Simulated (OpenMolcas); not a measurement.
## CHClInNO (SMILES O=C=[N][InH][Cl]): the vertical energy of the triplet above the singlet from total energies

CHClInNO has 6 atoms, charge 0, and is taken as a singlet. As SMILES, `O=C=[N][InH][Cl]`. The coordinates come from a PBE0-D4/def2-TZVP relaxation. This is one conformer, not always the lowest.

Both states at this one shape; open shells run unrestricted unless said. 1 Eh = 27.2114 eV.

```
                          level     program  singlet CHClInNO (Eh)  triplet CHClInNO (Eh)
                       HF/3-21G  OpenMolcas           -6338.950214           -6338.767381
SVWN5/def2-SVP (core potential)  OpenMolcas            -815.702242            -815.521168
  PBE/def2-SVP (core potential)  OpenMolcas            -818.439076            -818.260788
 TPSS/def2-SVP (core potential)  OpenMolcas            -818.779541            -818.597950
```

**Question.** Work out the vertical gap, second state less first, at each level.

**Answer.** 
1. HF/3-21G: -6338.767381 − (-6338.950214) = 0.182833 Eh = 4.98 eV.
2. SVWN5/def2-SVP (core potential): -815.521168 − (-815.702242) = 0.181074 Eh = 4.93 eV.
3. PBE/def2-SVP (core potential): -818.260788 − (-818.439076) = 0.178288 Eh = 4.85 eV.
4. TPSS/def2-SVP (core potential): -818.597950 − (-818.779541) = 0.181591 Eh = 4.94 eV.

No measured value is set beside it here; the levels span 4.85 to 4.98 eV. Spin-orbit coupling, which splits open shells on such heavy atoms by tenths of an eV, is left out. All-electron rows are non-relativistic unless named. The second state is spin-contaminated at HF/3-21G (⟨S²⟩ = 2.16).
